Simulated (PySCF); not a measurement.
# How methods differ on the ionisation energy of Si+

Si+ [Ne] 3s2 3p1 (2P) → Si(2+) [Ne] 3s2 (1S), as a difference of total energies. Calculation: PySCF 2.14, in aug-cc-pwCVDZ (6s5p3d, 36 functions); no relativity, point nucleus. Correlated levels: valence and next inner shell: 1s2 frozen. The calculations carry no spin-orbit coupling.

| method | ionisation energy (eV) |
| --- | --- |
| UHF | 15.821 |
| MP2 (valence and next inner shell) | 15.977 |
| SCS-MP2 (valence and next inner shell) | 15.960 |
| CCSD (valence and next inner shell) | 16.093 |
| CCSD(T) (valence and next inner shell) | 16.108 |

Q: How much does correlation contribute at CCSD(T) (valence and next inner shell)?

A: 16.108 − (15.821) = 0.287 eV, measured against UHF.

A first-order spin-orbit estimate (lowest level to lowest level, LS coupling) adds 0.020 eV.

Errors of the correlated levels include the incompleteness of this basis and the frozen core.

For comparison: 16.346 eV (measured; NIST Atomic Spectra Database, ionization energies).
